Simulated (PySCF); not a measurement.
## [C6H10Si2]-: g tensor and hyperfine couplings

C₆H₁₀Si₂ (charge -1 and doublet state).
Bonds: Si1–C2, C2–C3 (double), C3–C4, C4–C5 (double), C5–Si6, C5–C7, C7–C8, C2–C8. Hydrogens: H9, H10, H11 on Si1; H12 on C3; H13 on C4; H14, H15, H16 on Si6; H17 on C7; H18 on C8.

The species is `[SiH3]C1=CC=C([SiH3])[CH-][CH]1` [radical] (charge -1).

Computed, not measured: UKS B3LYP, IGLO-III on C Si, pcH-1 on H, non-relativistic, mean-field spin-orbit, GIAO (PySCF). Isolated species at its PBE0-D3(BJ)/def2-SVP geometry, gas phase. Whether the extra electron is bound in the gas phase wasn't checked; a finite basis holds it in any case. The geometry's basis has no diffuse functions, a weakness for an anion. No stability test was run, so a lower SCF solution isn't excluded.

| Item | Value |
| --- | --- |
| g1, g2, g3 | 2.00221, 2.00287, 2.00370 |
| g_iso | 2.00293 |
| Form of g | rhombic: the two nearest values differ by 45 % of g3 − g1 |
| ⟨S²⟩ | 0.7556 (exact 0.7500) |
| HOMO–LUMO gap, α and β orbitals | 2.39, 5.21 eV |
| Basis functions | 398 |

Hyperfine couplings atom by atom, in 10⁻⁴ cm⁻¹; T1 to T3 are the principal values of the dipolar part; ρ(0) is the spin density at the nucleus (1 × 10⁻⁴ cm⁻¹ = 2.998 MHz):

| atom | isotope | a_iso | of which spin–orbit | T1 | T2 | T3 | Mulliken spin population | ρ(0) (bohr⁻³) |
| --- | --- | --- | --- | --- | --- | --- | --- | --- |
| Si1 | 29Si | 7.4 | 0.0 | -2.8 | 1.3 | 1.5 | 0.04 | -0.0248 |
| C2 | 13C | 6.2 | 0.0 | -8.4 | -8.1 | 16.5 | 0.33 | 0.0167 |
| C3 | 13C | -3.6 | 0.0 | -0.7 | -0.1 | 0.8 | -0.03 | -0.0096 |
| C4 | 13C | -0.1 | 0.0 | -3.2 | -2.8 | 6.0 | 0.11 | -0.0002 |
| C5 | 13C | 6.1 | 0.0 | -8.4 | -8.1 | 16.5 | 0.33 | 0.0165 |
| Si6 | 29Si | 7.5 | 0.0 | -2.8 | 1.3 | 1.5 | 0.04 | -0.0252 |
| C7 | 13C | -3.6 | 0.0 | -0.7 | -0.1 | 0.8 | -0.03 | -0.0096 |
| C8 | 13C | -0.1 | 0.0 | -3.2 | -2.9 | 6.1 | 0.11 | -0.0001 |
| H9 | 1H | -1.0 | 0.0 | -0.8 | -0.4 | 1.1 | 0.00 | -0.0006 |
| H10 | 1H | 9.9 | 0.0 | -0.6 | -0.5 | 1.1 | 0.02 | 0.0067 |
| H11 | 1H | 14.2 | 0.0 | -0.6 | -0.5 | 1.0 | 0.03 | 0.0095 |
| H12 | 1H | -0.6 | 0.0 | -0.8 | -0.1 | 0.9 | 0.00 | -0.0004 |
| H13 | 1H | -2.9 | 0.0 | -1.5 | -0.5 | 2.0 | -0.01 | -0.0019 |
| H14 | 1H | -1.2 | 0.0 | -0.8 | -0.4 | 1.1 | 0.00 | -0.0008 |
| H15 | 1H | 11.6 | 0.0 | -0.6 | -0.5 | 1.0 | 0.02 | 0.0078 |
| H16 | 1H | 12.8 | 0.0 | -0.6 | -0.5 | 1.0 | 0.03 | 0.0086 |
| H17 | 1H | -0.6 | 0.0 | -0.8 | -0.1 | 0.9 | 0.00 | -0.0004 |
| H18 | 1H | -2.9 | 0.0 | -1.5 | -0.5 | 2.0 | -0.01 | -0.0020 |

Largest spin populations (Mulliken): C5 (+0.33), C2 (+0.33), C8 (+0.11) and C4 (+0.11).

The SMILES `[SiH3]C1=CC=C([SiH3])[CH-][CH]1` draws the unpaired electron on C8, whose computed spin population is only +0.11.

Axes: g3 points within 10° of the Si1–C2 bond.

Under fast tumbling the dipolar parts average out, and these isotropic splittings remain: 6 × 1H (H9 (×6), I = 1/2, 7 lines) with 0.83 mT and 4 × 1H (H12/H13/H17/H18, I = 1/2, 5 lines) with 0.19 mT.

Class means assume fast exchange of nuclei equivalent by connectivity; if that motion is slow, each nucleus keeps its own coupling. The six 1H nuclei of mean +23.2 MHz run from -3.5 to 42.6 MHz in the frozen geometry. The 1H value of -5.2 MHz is a mean of couplings from -8.7 to -1.7 MHz in this one geometry, not an average over conformers.

The 13C coupling of C2/C5 (mean 18.5 MHz) shows only in satellite lines or after enrichment, since that isotope makes up about 1.07 % of natural carbon.

The 29Si coupling of Si1/Si6 (mean 22.3 MHz) shows only in satellite lines or after enrichment, since that isotope makes up about 4.7 % of natural silicon.

The spin density at the nucleus, in bohr⁻³, is negative for Si1/Si6 (-0.0250), for instance. A restricted open-shell determinant has no negative spin density anywhere; here it arises because α and β orbitals differ (spin polarisation).
